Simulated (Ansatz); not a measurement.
AlBH4SSi (`[BH2][Al]1[SiH2][S]1`), 8 atoms. The species carries charge 0 and has multiplicity 1. All runs use 2 threads of an Arm Neoverse V2 on a shared host. Correlated methods freeze the cores.

(1) How many basis functions does each run have, and how long does it take in Ansatz? RKS r2SCAN-D4/def2-TZVPP energy and forces; RKS ωB97M-V/def2-QZVPP energy; direct RPA on PBE orbitals/def2-TZVPP energy; RHF-CCSD(T)/def2-TZVPP energy; RKS SPW92 (LDA)/def2-TZVPP energy; RKS PBE0-D4/def2-SVP energy; RKS PBE0-D4/def2-TZVP frequencies; RKS PBE0-D4/def2-QZVPP energy; RKS PBE0-D4/def2-TZVP relaxation (8 steps); RKS ωB97M-V/def2-SVP energy; RKS LC-ωPBE/def2-TZVPP energy; RKS B3LYP-D4/def2-TZVPP energy and forces. (An estimate is asked.)

Answers

(1) Ansatz gave: Other jobs shared the machine, so times are rough.

```json
{"level": "RKS PBE0-D4/def2-SVP", "job": "energy", "functions": "88", "wall time": "1.5 s", "peak host memory (GiB)": "0.15"}
{"level": "RKS SPW92 (LDA)/def2-TZVPP", "job": "energy", "functions": "213", "wall time": "1.5 s", "peak host memory (GiB)": "0.25"}
{"level": "RKS LC-ωPBE/def2-TZVPP", "job": "energy", "functions": "213", "wall time": "3.2 s", "peak host memory (GiB)": "0.35"}
{"level": "direct RPA on PBE orbitals/def2-TZVPP", "job": "energy", "functions": "213", "wall time": "5.5 s", "peak host memory (GiB)": "0.37"}
{"level": "RKS B3LYP-D4/def2-TZVPP", "job": "energy and forces", "functions": "213", "wall time": "6 s", "peak host memory (GiB)": "0.53"}
{"level": "RKS r2SCAN-D4/def2-TZVPP", "job": "energy and forces", "functions": "213", "wall time": "6 s", "peak host memory (GiB)": "0.27"}
{"level": "RKS ωB97M-V/def2-SVP", "job": "energy", "functions": "88", "wall time": "7.5 s", "peak host memory (GiB)": "0.25"}
{"level": "RKS PBE0-D4/def2-QZVPP", "job": "energy", "functions": "387", "wall time": "12 s", "peak host memory (GiB)": "1.1"}
{"level": "RKS ωB97M-V/def2-QZVPP", "job": "energy", "functions": "387", "wall time": "28 s", "peak host memory (GiB)": "1.4"}
{"level": "RKS PBE0-D4/def2-TZVP", "job": "relaxation (8 steps)", "functions": "166", "wall time": "33 s", "peak host memory (GiB)": "0.37"}
{"level": "RHF-CCSD(T)/def2-TZVPP", "job": "energy", "functions": "213", "wall time": "55 s", "peak host memory (GiB)": "2.6"}
{"level": "RKS PBE0-D4/def2-TZVP", "job": "frequencies", "functions": "166", "wall time": "2 min", "peak host memory (GiB)": "0.38"}
```

B3LYP here is the variant with VWN-RPA as its local correlation; programs differ in this. LC-ωPBE has ω = 0.4 bohr⁻¹.
